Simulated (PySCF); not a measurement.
# From computed data to an observable: dipole moment from atomic charges

CaF2, SMILES [F][Ca][F]. Atoms are numbered in the order given.

```xyz
3

Ca     0.0000     0.0000     0.2879
F      0.0000    -1.9004    -0.3199
F      0.0000     1.9004    -0.3199
```

The structure is a stationary point at PBE0-D3(BJ)/def2-TZVP. The isomer is the one that the SMILES or the coordinates give; other isomers of the formula were not compared.

Charges (e) from PBE/def2-TZVPD (PySCF):

```csv
atom,ESP fit,IAO
Ca1,1.350,1.912
F2,-0.675,-0.956
F3,-0.675,-0.956
```

The dipole moment of the full density is 4.09 D.

### Question
What dipole moment does each set of point charges give, and which comes closer to that of the density?

### Answer

μ = Σ q r, and 1 e Å = 4.8032 D.
ESP fit: Σ q r = (0.000, 0.000, 0.821) e Å, |μ| = 3.94 D.
IAO: Σ q r = (0.000, 0.000, 1.162) e Å, |μ| = 5.58 D.
ESP fit comes closer in size. Point charges leave out the atoms' own dipoles (lone pairs, polarised bonds); fits to the potential absorb them, partitions of the density don't.
